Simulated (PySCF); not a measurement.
## Telling isomers of C₄H₉FO₃Si apart by NMR

- geometry: GFN2-xTB
- σ from GIAO-PBE0/pcSseg-1
- code: PySCF 2.14.0 with density-fitted response routines
- non-relativistic, one averaged value for each set of equivalent atoms, no solvent, a single conformation

Scale: 1H (31.72 ppm), 13C (186.93 ppm) vs TMS (reference shieldings calculated alike). Splittings of carbon signals by F and P are missing where no couplings were computed. Where no couplings were computed, multiplicities follow the n + 1 count of equivalent neighbours, and m marks all less simple cases (inequivalent or close neighbours, rings, F or P nearby). Shifts are as computed. Against solution values, carbons near 30 ppm lie about +3 ppm off and those near 130 ppm about +5 ppm. Of 1309 compounds with measured shifts, 239 miss one by over three times the rms of a fit or turn the order of signals round; such compounds aren't used in these exercises.

(1) Tabulate the signals of `CO[SiH2]O/C(=C/F)OC`, `COC(=O)O[SiH2][C@@H](C)F`, `F[C@H]1CO[C@H](O[SiH3])OC1` and their relative energies.

(2) What is the quickest way to tell CO[SiH2]O/C(=C/F)OC from F[C@H]1CO[C@H](O[SiH3])OC1?

(3) What is the quickest way to tell COC(=O)O[SiH2][C@@H](C)F from F[C@H]1CO[C@H](O[SiH3])OC1?

(4) What is the quickest way to tell CO[SiH2]O/C(=C/F)OC from COC(=O)O[SiH2][C@@H](C)F?

Answers

(1) 
```json
{"SMILES": "CO[SiH2]O/C(=C/F)OC", "carbon types": "1×C 1×CH 2×CH3", "δC": "157.1, 129.0, 58.4, 52.8", "δH": "6.87 (m, 1H), 4.81 (s, 2H), 4.12 (s, 3H), 3.88 (s, 3H)", "E rel. (kcal/mol)": "27.1"}
{"SMILES": "COC(=O)O[SiH2][C@@H](C)F", "carbon types": "1×C 1×CH 2×CH3", "δC": "160.6, 86.2, 55.8, 20.9", "δH": "5.13 (m, 1H), 5.09 (m, 1H), 4.77 (m, 1H), 4.23 (s, 3H), 1.64 (m, 3H)", "E rel. (kcal/mol)": "0.0"}
{"SMILES": "F[C@H]1CO[C@H](O[SiH3])OC1", "carbon types": "2×CH 2×CH2", "δC": "107.5, 87.7, 64.0", "δH": "5.76 (s, 1H), 4.88 (s, 3H), 4.40 (m, 2H), 4.24 (m, 1H), 4.21 (m, 2H)", "E rel. (kcal/mol)": "26.7"}
```

Energies are electronic energies at PBE0/pcSseg-1 on these geometries, without zero-point or thermal terms, each for the one conformer computed, which needn't be the lowest.

(2) Count the carbon signals: 4 against 3. The first has an alkene carbon bearing oxygen (C) at 157.1 ppm, the second an sp3 CH2 bonded to O at 64.0 ppm. Their most deshielded carbons lie at 157.1 and 107.5 ppm. In the proton spectra the most deshielded non-exchanging signals are 6.87 (m, 1H) and 5.76 (s, 1H).

(3) Count the carbon signals: 4 against 3. The first has a carbonate carbon (C) at 160.6 ppm, the second an sp3 CH2 bonded to O at 64.0 ppm. Their most deshielded carbons lie at 160.6 and 107.5 ppm. In the proton spectra the most deshielded non-exchanging signals are 5.13 (m, 1H) and 5.76 (s, 1H).

(4) Both give the same number of carbon signals, with the same numbers of each carbon type, so the positions decide. The first has a β carbon of an enol-ether or enamine type C=C (CH) at 129.0 ppm, the second an sp3 CH bonded to F and Si at 86.2 ppm. Their most deshielded carbons lie at 157.1 and 160.6 ppm. In the proton spectra the most deshielded non-exchanging signals are 6.87 (m, 1H) and 5.13 (m, 1H).
